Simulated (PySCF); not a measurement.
Static response to an electric field

Compound: cyclohexanone, C6H10O.
Geometry (GFN2-xTB, Å), atoms numbered from 1 in this order:
```
atom  x, y, z in Å
O1     2.646    0.441   -0.153
C2     1.500    0.275    0.182
C3     0.500    1.402    0.297
C4    -0.751    1.096   -0.531
C5    -1.355   -0.242   -0.120
C6    -0.331   -1.356   -0.305
C7     0.926   -1.080    0.524
H8     0.223    1.504    1.349
H9     0.964    2.333   -0.032
H10   -1.480    1.897   -0.397
H11   -0.481    1.062   -1.588
H12   -2.239   -0.450   -0.726
H13   -1.668   -0.200    0.925
H14   -0.757   -2.317   -0.009
H15   -0.055   -1.424   -1.360
H16    1.682   -1.848    0.351
H17    0.667   -1.081    1.585
```

Level: wB97X-D/def2-SVPD (PySCF), static field, nuclei fixed, core orbitals frozen in the response. The polarisability tensor in these axes (au):

```
x   77.92  1.10  0.23
y    1.10 71.75 -1.00
z    0.23 -1.00 60.24
```

Question: Give the principal values, the mean and the anisotropy Δα = √{½[(α1 − α2)² + (α2 − α3)² + (α1 − α3)²]}.

Answer: Principal values 60.15, 71.66 and 78.11 au; mean 69.97 au = 10.37 Å³ = 11.54 × 10⁻⁴⁰ C²·m²/J; Δα = 15.76 au (23 % of the mean).

Question: What is the dipole moment, and where does it point?

Answer: (-3.36, -0.51, 0.71) D, 3.47 D in size, pointing from the negative to the positive side. Measured along this direction, the outermost atoms are O1 at the negative end and H12 at the positive end.

Question: What molar refraction does this α imply?

Answer: Lorentz–Lorenz: R = (4π/3)N_A α = 2.5225 cm³/(mol·Å³) × 10.37 Å³ = 26.2 cm³/mol, in the limit of long wavelengths.

Question: In a dilute gas of rigid molecules at 350 K, how does the orientational term μ²/3kT compare with the electronic polarisability?

Answer: In Gaussian units μ²/3kT = 83.17 Å³ against 10.37 Å³, a ratio of 8.02; the Debye molar polarisation (4π/3)N_A(α + μ²/3kT) is 236.0 cm³/mol, leaving out the vibrational part.

Question: Give the principal axes and the span of the nuclei along them.

Answer: Largest value along (0.99, 0.17, 0.00), where the nuclei span 4.97 Å; middle along (-0.17, 0.98, -0.09), 4.29 Å; least along (-0.02, 0.09, 1.00), 2.95 Å. The response follows the extents in order.

Question: Sum over states: ᾱ = Σ f/ω², ω in Eh. What share falls to these 8 lowest TDDFT singlets (eV, f)? 4.36, 0.0000; 7.35, 0.0209; 7.81, 0.0058; 7.94, 0.0000; 7.95, 0.0539; 8.22, 0.0290; 8.29, 0.0098; 8.45, 0.0670.

Answer: They add up to 2.10 au, 3.0 % of the 69.97 au; the largest single term is 0.69 au, from the state at 8.45 eV. Terms in order: 0.00, 0.29, 0.07, 0.00, 0.63, 0.32, 0.11, 0.69 au. Higher excitations give the rest. The strengths listed sum to 0.186.

The structure is a single GFN2-xTB conformer in the gas phase; no vibrational or solvent corrections.

Note: wB97X-D ran without an empirical dispersion term, which enters the total energy and its gradient alone.
